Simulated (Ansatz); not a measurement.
Two structures of GaH$_{5}$SO$_{2}$, singlet, reached by relaxing down either side of one saddle point (PBE0-D4/def2-TZVP). Energies are electronic, without zero-point energy. Ansatz 0.2.0; basis: def2-TZVPP and def2-QZVPP; cores frozen in the correlated methods. Filled d shells of the heavier atoms are correlated. The def2 sets are not built for correlating such inner shells, so the correlated values are less sure here. Extrapolation: Hartree–Fock as exp(−7.88 √X), correlation as X^−2.97. First:

Ga1  (-0.581, -1.096, -0.088)
S2  (1.539, -1.556, 0.546)
H3  (-0.807, -1.253, -1.623)
H4  (-1.663, -1.098, 1.039)
H5  (0.998, 0.877, -0.033)
O6  (0.034, 1.029, 0.011)
O7  (-0.248, 1.887, -1.089)
H8  (1.302, -1.461, 1.864)
H9  (-0.574, 2.671, -0.627)
(Å)

Second:

Ga1  (-1.006, -0.810, -0.181)
S2  (1.497, -1.060, 0.426)
H3  (-0.887, -1.235, -1.678)
H4  (-1.789, -1.487, 0.988)
H5  (1.511, 0.197, -0.093)
O6  (-0.866, 1.014, 0.161)
O7  (0.145, 1.520, -0.736)
H8  (1.324, -0.604, 1.678)
H9  (0.071, 2.465, -0.565)
(Å)

Which bonds change from the first to the second?

GaH₃S ([SH][GaH2]) + H₂O₂ ([OH][OH]) → GaH₃O₂ ([OH][O][GaH2]) + H₂S (still joined by a long Ga–S bond); bonds formed: S2–H5; dative contacts that become bonds: Ga1–O6; bonds broken: H5–O6; bonds weakened to dative contacts: Ga1–S2.

Give the saddle point's structure and its height above each. (Judge from chemistry; the value comes from the calculation.)

By the calculation: 67.8 kJ/mol above the first and 32.4 kJ/mol above the second (CCSD(T) at an estimated basis limit (MP2 extrapolated from triple and quadruple zeta, plus CCSD(T) − MP2 in triple zeta)).
Ga1  (-0.808, -0.818, -0.169)
S2  (1.611, -1.090, 0.428)
H3  (-0.944, -1.137, -1.682)
H4  (-1.609, -1.310, 1.076)
H5  (1.037, 0.272, 0.388)
O6  (-0.234, 1.010, 0.151)
O7  (-0.123, 1.693, -1.106)
H8  (1.385, -1.218, 1.746)
H9  (-0.313, 2.597, -0.831)
(Å)

The T1 diagnostic stays at or below 0.015.

Labels in which every atom is bracketed show which atoms are joined, not bond orders.

For scale, one of the runs: CCSD(T)/def2-TZVPP, 222 basis functions, launched by `ansatz run in.yaml --threads 4 --pin off --events-out ev --progress --plain --max-ram 9574MiB`. Time: 110 s of wall clock on 4 CPU threads of an Arm Neoverse V2; the host was shared. Peak host memory: 3.5 GiB.
